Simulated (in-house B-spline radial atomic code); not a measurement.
Configurations of Ag, with energies counted from [Kr] 4d10 5s1. Method: scalar-relativistic (X2C) RPBE, spin-polarised, spherical fractional occupations, Fermi nucleus of rms radius 4.5454 fm. Calculated with an all-electron radial atomic-structure program (B-spline basis). Shells without spins written out take the highest spin.

Occupations are held fixed; configurations that lie above the ionisation limit could autoionise.

```tsv
configuration	E - E(ref) (eV)	highest orbital	its <r> (bohr)
[Kr] 4d10 6p1	5.9176	6p up	11.04
[Kr] 4d9 5s1 5d1	10.994	5d up	9.718
[Kr] 4d(4 up, 5 down) 5s(1 up, 0 down) 5d(0 up, 1 down)	11.294	5d down	9.666
[Kr] 4d9 4f1 5s1	11.749	4f up	16.44
[Ar] 3d9 4s2 4p6 4d10 5s2	366.27	5s down	2.971
[Ar] 3d(4 up, 5 down) 4s2 4p6 4d10 5s(1 up, 0 down) 6d(1 up, 0 down)	373.84	6d up	17.72
[Ar] 3d(4 up, 5 down) 4s2 4p6 4d10 5s(1 up, 0 down) 6f(0 up, 1 down)	374.48	6f down	42.44
```

(1) Order these further configurations by energy, lowest first.
A. [Ar] 3d9 4s2 4p6 4d10 5s1 6p1
B. [Kr] 4d(5 up, 4 down) 5s(1 up, 0 down) 6p(1 up, 0 down)
C. [Kr] 4d9 5s2
D. [Ar] 3d10 4s2 4p5 4d10 4f1 5s1
E. [Ar] 3d10 4s2 4p5 4d10 5s1 5d1

(2) How far above the reference does [Ar] 3d10 4s2 4p5 4d10 5s2 lie?

(3) How far above the reference does [Ar] 3d9 4s2 4p6 4d10 5s1 5f1 lie?

Results:

(1) C (4.164 eV), B (10.741 eV), E (63.122 eV), D (63.878 eV), A (372.98 eV).

(2) 56.091 eV; its least bound orbital is 5s down with <r> = 2.967 bohr.

(3) 374.27 eV; its least bound orbital is 5f up with <r> = 27.7 bohr.
